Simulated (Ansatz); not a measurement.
Compare A (`O/C=C/[SiH2][SiH3]`) with its isomer B (`C1O[SiH2]C[SiH2]1`).

Program: Ansatz. Geometries: PBE0-D4/def2-TZVP. ΔE: electronic, gas phase. CCSD(T)/CBS is the MP2 limit (def2-TZVPP, def2-QZVPP) plus CCSD(T) − MP2 in def2-TZVPP, frozen cores. DFT in def2-TZVPP. Each species was taken in one conformer, which may not be the lowest.

(1) Which is lower in electronic energy at CCSD(T)/CBS, and by how much? (Estimate.)

(2) Give E(B) − E(A) in kJ/mol with PBE-D4, CCSD(T)/def2-TZVPP, HF/def2-TZVPP, CCSD/def2-TZVPP, ωB97M-V, MP2/def2-TZVPP, r2SCAN-D4. (Best estimate.)

Largest T1 diagnostic: 0.013.

## Answers

(1) Ansatz gave: B, by 194.2 kJ/mol.

(2) Ansatz gave: PBE-D4 -170.1, CCSD(T)/def2-TZVPP -189.8, HF/def2-TZVPP -183.8, CCSD/def2-TZVPP -192.5, ωB97M-V -200.5, MP2/def2-TZVPP -206.1, r2SCAN-D4 -187.1. None reverses the order clearly.

In def2-TZVPP, CCSD(T) changes the Hartree–Fock value by −6.1 kJ/mol (the triples alone add +2.6 kJ/mol) and MP2 by −22.4 kJ/mol. The D4 term adds −8.3 kJ/mol with B3LYP and −4.0 kJ/mol with PBE0; it sums over pairs of atoms, weighted by their polarisabilities, and B3LYP, whose exchange is more repulsive, gets the larger term.

B3LYP here is the variant with VWN-RPA as its local correlation; programs differ in this.
